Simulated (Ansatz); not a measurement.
A nudged elastic band was laid between two geometries of Cl3HOTi + H2 (8 atoms, charge 0, multiplicity 1).

These are results of RHF/def2-SVP (Ansatz 0.2.0), not measurements.

```
movable images  : 5
climbing image  : yes
spring          : 5.0 eV/Å²
optimiser       : quadratic models (default)
start path      : through a guess of the saddle point
force threshold : 0.03 eV/Å
iteration limit : 60
end points      : relaxed
```

Initial state:

```xyz
8
Properties=species:S:1:pos:R:3
Ti -0.322 0.392 -0.159
O -0.452 0.303 1.538
H -0.564 0.107 2.456
Cl 1.790 0.560 -0.732
Cl -1.427 2.145 -0.886
Cl -1.177 -1.427 -1.039
H 1.313 -2.840 1.653
H 1.772 -2.317 1.923
```

Final state:

```xyz
8
Properties=species:S:1:pos:R:3
Ti 0.378 -0.252 -0.147
O -0.236 -0.684 1.953
H -0.943 -1.305 2.080
Cl 1.476 -0.088 -2.047
Cl 0.208 1.883 0.541
Cl -1.262 -1.720 -0.620
H 1.668 -0.967 0.459
H -0.356 0.057 2.535
```

Q: Which bonds break or form, and what moves?

A: Bonds broken: H7–H8. Bonds formed: Ti1–H7, O2–H8. Cl3HOTi + H2 becomes Cl3H3OTi.

Q: What energy profile does the band end with?

A: It converged. The highest image is number 4 of 0 to 6, 52.3 kcal/mol above the first end and 38.5 kcal/mol above the last; the last end lies 13.8 kcal/mol above the first. Neighbouring images differ by up to 2.0 eV, so the band resolves the path poorly. A vibrational analysis at the climbing image gives one clearly imaginary mode, 1961i cm⁻¹: a first-order saddle point. The orbitals stay closed-shell, which can raise the energy where a bond breaks towards radicals; this wasn't checked here.

```tsv
image	path coordinate (Å)	energy (kcal/mol)	H7–H8 (Å)	Ti1–H7 (Å)	O2–H8 (Å)
0	0.00	0.0	0.75	4.05	3.46
1	1.29	-0.1	0.75	4.30	4.47
2	2.58	0.0	0.75	3.66	3.42
3	3.86	5.1	0.74	2.85	2.25
4	5.15	52.3	1.04	1.88	1.18
5	7.31	14.6	2.63	1.60	0.95
6	9.47	13.8	3.08	1.59	0.95
```

Q: What is the geometry of the highest image?

A: 
```xyz
8
Properties=species:S:1:pos:R:3
Ti 0.041 -0.333 -0.005
O -0.238 -0.323 1.916
H -0.294 0.403 2.525
Cl 1.930 0.263 -0.936
Cl -1.159 1.530 -0.237
Cl -1.014 -1.877 -1.116
H 1.057 -1.625 0.910
H 0.612 -1.115 1.696
```

The run took 10 min on 2 threads of Arm Neoverse V1, on a shared host, peak memory 0.33 GiB.
